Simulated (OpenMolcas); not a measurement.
# Mn, Tc, Re: d5 s2 down the group

```json
{
  "Program": "OpenMolcas",
  "Method": "SS-CASPT2, IPEA 0.25 Eh, imaginary shift 0.1 Eh",
  "Basis": "ANO-R2",
  "Scalar Hamiltonian": "X2C, finite nucleus",
  "Spin-orbit coupling": "state interaction with AMFI integrals over the reference wave functions, term energies averaged over their components"
}
```

Active space for each ion: 5 electrons in 5 orbitals (d); closed shells correlated by CASPT2: Mn 3s 3p 4s; Tc 4s 4p 5s; Re 5s 5p 6s.

Computed levels in cm-1 above 6S 5/2:

```csv
Level,Mn,Tc,Re
4G 7/2,26100,19220,17050
4G 11/2,26110,19270,17980
4G 9/2,26110,19310,18400
4P 1/2,28690,21390,19090
4D 7/2,31260,21980,20740
4D 1/2,31310,22670,23250
2I 11/2,38240,28670,26300
2I 13/2,38280,29000,28470
4F 3/2,42950,32210,34100
weight of 6S in the lowest level (%),100,99,90
```

Mixed levels, with the weight of the term that names them: Tc 4P 1/2 (60 %), Tc 4D 1/2 (61 %), Tc 4F 3/2 (63 %), Re 4G 7/2 (66 %), Re 4P 1/2 (59 %), Re 4D 7/2 (71 %), Re 4D 1/2 (62 %), Re 4F 3/2 (53 %).

Measured, with the error of the calculation in %. Measured levels: Re from NIST Handbook of Basic Atomic Spectroscopic Data.

```
  Level             Re
 4G 7/2  15058 (+13.2)
4G 11/2  16307 (+10.3)
 4G 9/2  16619 (+10.7)
```

Without spin-orbit coupling 4G lies 26100, 19240, 17660 cm-1 above 6S in that order; the difference to the level 4G 7/2, of either sign, comes from spin-orbit coupling, which also lowers the zero.

CASPT2 breaks the degeneracy within a term, and the mean is taken; among the terms shown or strongly mixed into the levels shown the widest spread is 300 cm-1 (3d5 4s2 4F, Mn). Some high roots are left out of the spin-orbit mixing, which shifts the levels that they would mix with. With the s shell closed, the reference lacks s² → p², s² → d² and s → d mixing, so excited terms can stand far too high and out of order, with CASPT2 too. Computed and measured levels are paired by configuration, term and J; levels that our copy of the source lacks, or whose pairing is in doubt (as where it misses far off the trend of its configuration), stay unpaired and out of the deviations. Levels of configurations outside the active space are missing.
